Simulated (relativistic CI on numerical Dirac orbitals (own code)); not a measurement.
**Ti³⁺ in a cubic cluster: L2,3 absorption with charge transfer**

Computed with a charge-transfer multiplet model of a cubic metal-ligand cluster with up to one ligand hole, Slater and spin-orbit integrals from Dirac-Coulomb-Breit ions, Slater integrals scaled by 0.8. The parameters are those of a tetrahedral site (10Dq negative, t2 hopping the larger). The ground state mixes d1 with configurations of k ligand holes L, whose averages lie at kΔ + k(k − 1)U_dd/2; a core hole lowers each added d electron by U_cd. 20 K, Lorentzian 0.4 eV and Gaussian 0.3 eV FWHM.

Atomic integrals in eV (Slater integrals scaled, ζ unscaled), ground: F2dd 6.578, F4dd 4.090, zeta_d 0.017; with the core hole: F2dd 8.213, F4dd 5.154, zeta_d 0.027, zeta_core 3.743, F2cd 4.498, G1cd 3.275, G3cd 1.857. Where a configuration has fewer than two d electrons, the dd integrals are those of d2.

Cluster parameters (eV): Δ = 4.9, U_cd = 4.9, 10Dq = -0.5, 10Dq(ligand) = 0, V(eg) = 0.88, V(t2g) = -1.49, final-state hopping factor = 0.9.

```json
{"Case": "U_dd = 2.2 eV", "n_d": "1.24", "d1": "0.76", "d2L": "0.24", "S": "0.50"}
{"Case": "U_dd = 3.6 eV", "n_d": "1.24", "d1": "0.76", "d2L": "0.24", "S": "0.50"}
{"Case": "U_dd = 4.3 eV", "n_d": "1.24", "d1": "0.76", "d2L": "0.24", "S": "0.50"}
{"Case": "U_dd = 5 eV", "n_d": "1.24", "d1": "0.76", "d2L": "0.24", "S": "0.50"}
{"Case": "U_dd = 6.4 eV", "n_d": "1.24", "d1": "0.76", "d2L": "0.24", "S": "0.50"}
```

Weights, n_d and S are thermal averages at 20 K. Photon energies count from the first peak over 30 % of the highest in each spectrum, which can be another peak from case to case. The parameters are a model scan and need not match a compound or its usual spin state. Peaks in eV (height, largest 100):
- U_dd = 2.2 eV: -3.1 (6), 0.0 (73), 0.2 (73), 3.7 (37), 5.4 (100), 8.0 (9)
- U_dd = 3.6 eV: -3.2 (6), -1.0 (29), 0.0 (76), 2.5 (26), 3.5 (33), 5.4 (100), 8.2 (5)
- U_dd = 4.3 eV: -3.2 (5), -1.0 (28), 0.0 (75), 2.8 (28), 3.5 (34), 5.4 (100)
- U_dd = 5 eV: -3.2 (5), -1.0 (28), 0.0 (74), 3.4 (33), 5.3 (100)
- U_dd = 6.4 eV: -1.1 (25), 0.0 (68), 3.3 (33), 4.4 (26), 5.3 (100)

Curve for U_dd = 2.2 eV (points under 2 left out, the grid thinned):

```csv
E (eV),Intensity
-3.8,2.1
-3.4,5.0
-3.1,6.0
-2.7,6.3
-2.3,9.3
-2.0,12.3
-1.6,19.0
-1.3,22.6
-0.9,30.3
-0.5,52.0
-0.2,70.8
0.2,72.8
0.6,53.5
0.9,36.3
1.3,28.0
1.7,18.5
2.0,17.4
2.4,22.2
2.7,22.9
3.1,29.0
3.5,35.9
3.8,37.2
4.2,34.1
4.6,44.3
4.9,65.5
5.3,97.9
5.7,87.3
6.0,81.9
6.4,39.4
6.7,22.0
7.1,11.6
7.5,8.6
7.8,8.7
8.2,8.3
8.6,5.5
8.9,4.4
9.3,3.6
9.7,3.1
10.0,2.9
10.4,2.9
10.7,2.7
11.1,2.3
12.1,2.1
12.4,2.9
12.8,2.1
```

For the case U_dd = 4.3 eV, Δ = 4.9 eV is larger than U_dd = 4.3 eV, the Mott-Hubbard side of the Zaanen-Sawatzky-Allen scheme. With the core hole the configuration with one ligand hole lies at Δ + U_dd − U_cd = 2.2, 3.6, 4.3, 5.0, 6.4 eV from the one without, in the order of the table; where this is negative the screened configuration lies lower, though the effective hopping of about 3.5 eV (from the holes of the mixed ground state) mixes the two strongly wherever it is as large as the gap.

With at most 1 ligand hole the space is cut while the next configuration still counts, so covalency is underestimated, and a final configuration with one more ligand hole, which can lie low, is missing from the spectra.
